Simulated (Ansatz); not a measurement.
Species: BCl$_{2}$ (charge -1, singlet). 
Structure (B3LYP-D3(BJ)/def2-TZVP (Ansatz, a quantum-chemistry and plane-wave program) minimum search):
```
B
Cl 1 1.9254
Cl 1 1.9254 2 103.35
```
Charge -1, spin multiplicity 1.

Basis-set convergence of Hartree-Fock and CCSD(T) correlation energies (hartree) with Ansatz. Valence correlation only, unless marked. Spin-orbit coupling is left out. No relativistic terms. This anion needs diffuse functions, which these sets lack.

The Hartree-Fock reference is unstable (checked in the largest basis), which strains HF and MP2. 

```json
[
 {"basis": "cc-pV(D+d)Z", "functions": "60", "E(HF)": "-943.71742", "E(corr, CCSD(T))": "-0.40254"},
 {"basis": "cc-pV(T+d)Z", "functions": "108", "E(HF)": "-943.75360", "E(corr, CCSD(T))": "-0.54281"},
 {"basis": "cc-pV(Q+d)Z", "functions": "183", "E(HF)": "[?]", "E(corr, CCSD(T))": "[?]"}
]
```

**Question.** Some entries are withheld; supply them.

**Answer.** 
- cc-pV(Q+d)Z, E(HF): -943.76437
- cc-pV(Q+d)Z, E(corr, CCSD(T)): -0.59082
